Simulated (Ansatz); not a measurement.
Basis-set extrapolation for C$_{2}$H$_{8}$AlFSi, SMILES `C[SiH2][CH2][AlH][F]` (PBE0-D4/def2-TZVP geometry, frozen core, Ansatz). Multiplicity 1, RHF reference.

```
                      def2-TZVPP   def2-QZVPP
                 HF  -710.875976  -710.901242
    MP2 correlation    -0.812506    -0.874633
CCSD(T) correlation    -0.893435      not run
```

Energies in hartree. Use E(X) = E(∞) + A·exp(−7.88·√X) for Hartree–Fock and E(X) = E(∞) + B·X^(−2.97) for correlation, with X = 3 and 4, and add CCSD(T) minus MP2 of the smaller set to the MP2 limit.

Problem. What is the CCSD(T) energy at the basis-set limit?

Solution. HF limit: -710.901242 + (-0.025266) × 0.13774 = -710.90472. MP2 limit: -0.874633 + (-0.062127) × 0.74074 = -0.92065. Higher-order term: -0.893435 − (-0.812506) = -0.08093. Total: -711.90630 hartree, 359.4 kJ/mol below CCSD(T)/def2-TZVPP.
